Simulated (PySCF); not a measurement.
**Orbital picture of TlC⁺**

r²SCAN at R = 3.034 Å; basis Tl def2-SVP with ECP60, C def2-SVP; scalar-relativistic core potentials; PySCF 2.14. State: ³Π (triplet), unpaired electrons σ ↑, π ↑. Only the outer orbitals are listed, counted within each symmetry, core potentials removing the inner ones.

```csv
spin,orbital,occ.,ε (eV),on Tl (%),main shells (%)
α,5σ,1,-20.27,3,97 C s
α,6σ,1,-16.05,95,95 Tl s
α,7σ,1,-11.97,11,88 C p
α,3π,1,-11.80,1,99 C p
α,3π,0,-10.24,3,97 C p
α,4π,0,-7.48,99,99 Tl p
α,4π,0,-7.46,97,97 Tl p
β,5σ,1,-17.27,18,"81 C s, 16 Tl s"
β,6σ,1,-15.71,83,"83 Tl s, 17 C s"
β,3π,0,-9.34,6,94 C p
β,7σ,0,-8.45,42,"56 C p, 42 Tl p"
β,3π,0,-7.84,58,"58 Tl p, 42 C p"
```

Problem. Which are the highest filled and the lowest empty level, where do they sit, and how wide is the gap?

Solution. Highest filled α 3π at -11.80 eV (in %: 99 C p); lowest empty α 3π at -10.24 eV (in %: 97 C p); the gap at r²SCAN is 1.56 eV. Both belong to one degenerate shell, split only by its one-sided filling, so this is no excitation gap.

```
bond order (Mayer)                                                                                                : 0.22
⟨S²⟩                                                                                                              : 2.005
charge on Tl (Mulliken, basis-dependent)                                                                          : 0.90
charge on Tl (Löwdin, basis-dependent)                                                                            : 0.82
dipole moment (positive dipole points towards C; it is taken about the centre of mass and depends on that origin) : 1.13 D
```

These are scalar-relativistic numbers at best; spin–orbit coupling would shift them, the dissociation energy most. The state is the lowest determinant that a PBE0 search found; another state may lie lower at other levels.
